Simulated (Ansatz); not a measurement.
Isolated molecules relaxed with PBE0-D4/def2-TZVP in Ansatz; ΔE leaves out vibrations. CBS: MP2 limit from def2 TZ/QZ plus the TZ coupled-cluster correction, frozen cores. DFT in def2-TZVPP. B3LYP here is the variant with VWN-RPA as its local correlation; programs differ in this. HSE06 is defined as in plane-wave codes. For Ga outer-core shells are correlated without core-valence functions, which leaves a few kJ/mol of doubt a bond. Scalar relativity is left out up to krypton. One conformer a species, not always the lowest.

`BNBNC` + `C[SiH2][GaH2]` → `[BH2][GaH][SiH2]C` + `CNBN`  (formal exchange of groups at a B–N bond)

`BNBNC`:

Z-matrix (Å, degrees):
```
C
N 1 1.445
H 1 1.090 2 110.3
H 1 1.095 2 112.5 3 120.2
H 1 1.092 2 110.1 3 -119.1
B 2 1.394 1 130.3 3 -27.4
H 2 1.006 1 113.8 3 151.1
N 6 1.452 2 125.3 1 -4.8
H 6 1.200 2 116.9 1 173.9
B 8 1.402 6 132.0 2 -27.6
H 8 1.010 6 112.6 2 162.1
H 10 1.195 8 120.6 6 4.0
H 10 1.199 8 118.9 6 -174.6
```

`C[SiH2][GaH2]`:

Cartesian coordinates in Å:
```
C -0.444 0.780 1.350
Si 0.759 0.123 0.063
Ga -0.278 -1.100 -1.741
H 0.084 1.322 2.138
H -1.001 -0.037 1.813
H -1.166 1.460 0.894
H 1.760 -0.768 0.724
H 1.536 1.258 -0.521
H -1.838 -1.318 -1.818
H 0.590 -1.718 -2.901
```

`[BH2][GaH][SiH2]C`:

```xyz
12

B     1.998    2.168   -1.021
Ga    0.295    1.012   -0.935
Si   -0.180   -0.504    0.896
C    -1.499   -1.788    0.510
H     2.060    3.253   -0.515
H     3.002    1.779   -1.548
H    -0.802    1.091   -2.070
H     1.067   -1.190    1.347
H    -0.629    0.335    2.051
H    -1.701   -2.414    1.383
H    -2.431   -1.304    0.210
H    -1.180   -2.438   -0.308
```

`CNBN`:

Z-matrix (Å, degrees):
```
C
N 1 1.440
H 1 1.096 2 112.2
H 1 1.096 2 112.2 3 121.6
H 1 1.091 2 109.0 3 -119.2
B 2 1.407 1 125.7 3 119.2
H 2 1.008 1 114.2 3 -60.8
N 6 1.411 2 123.0 1 -180.0
H 6 1.201 2 118.5 1 0.0
H 8 1.005 6 124.6 2 -0.0
H 8 1.002 6 121.8 2 -180.0
```

| level | ΔE (kJ/mol) | difference from CCSD(T)/CBS |
| --- | --- | --- |
| LDA (SPW92) | 133.4 | 6.1 |
| PBE-D4 | 124.0 | -3.3 |
| revPBE-D4 | 125.9 | -1.4 |
| BLYP-D4 | 130.9 | 3.6 |
| B97M-V | 134.5 | 7.2 |
| PBE0-D4 | 126.2 | -1.1 |
| B3LYP-D4 | 132.2 | 4.9 |
| r2SCANh-D4 | 127.6 | 0.3 |
| r2SCAN0-D4 | 128.8 | 1.5 |
| HSE06-D4 | 126.0 | -1.3 |
| BHLYP-D4 | 134.2 | 6.9 |
| CAM-B3LYP-D4 | 135.8 | 8.5 |
| ωB97X-V | 129.9 | 2.6 |
| ωB97M-V | 133.7 | 6.4 |
| B2PLYP | 131.7 | 4.4 |
| PBE | 121.4 | -5.9 |
| revPBE | 115.9 | -11.4 |
| BLYP | 124.7 | -2.6 |
| PBE0 | 124.0 | -3.3 |
| B3LYP | 128.0 | 0.7 |
| r2SCANh | 126.9 | -0.4 |
| r2SCAN0 | 128.0 | 0.7 |
| HSE06 | 124.1 | -3.2 |
| CAM-B3LYP | 133.7 | 6.4 |
| LC-ωPBE | 124.8 | -2.5 |
| RPA@PBE/def2-TZVPP | 132.0 | 4.7 |
| HF/def2-SVP | 142.6 | 15.3 |
| MP2/def2-SVP | 154.4 | 27.1 |
| CCSD/def2-SVP | 148.9 | 21.6 |
| HF/def2-TZVPP | 132.6 | 5.3 |
| MP2/def2-TZVPP | 134.4 | 7.1 |
| SCS-MP2/def2-TZVPP | 134.1 | 6.8 |
| CCSD/def2-TZVPP | 129.5 | 2.2 |
| CCSD(T)/def2-TZVPP | 131.2 | 3.9 |
| HF/def2-QZVPP | 133.5 | 6.2 |
| MP2/def2-QZVPP | 132.5 | 5.2 |
| SCS-MP2/def2-QZVPP | 132.8 | 5.5 |
| HF/CBS(def2) | 133.7 | 6.4 |
| MP2/CBS(def2) | 130.5 | 3.2 |
| CCSD/CBS(def2) | 125.6 | -1.7 |
| CCSD(T)/CBS | 127.3 | 0 |

Largest T1 diagnostic among the species: 0.013.

The D4 term adds +4.2 kJ/mol with B3LYP and +2.2 kJ/mol with PBE0; it sums over pairs of atoms, weighted by their polarisabilities, and B3LYP, whose exchange is more repulsive, gets the larger term. At CCSD(T), def2-SVP lies +24.5 kJ/mol from the extrapolated value and def2-TZVPP +3.9 kJ/mol. From BLYP to BHLYP (50 % exact exchange), in def2-TZVPP and without D4, ΔE moves by +7.7 kJ/mol.
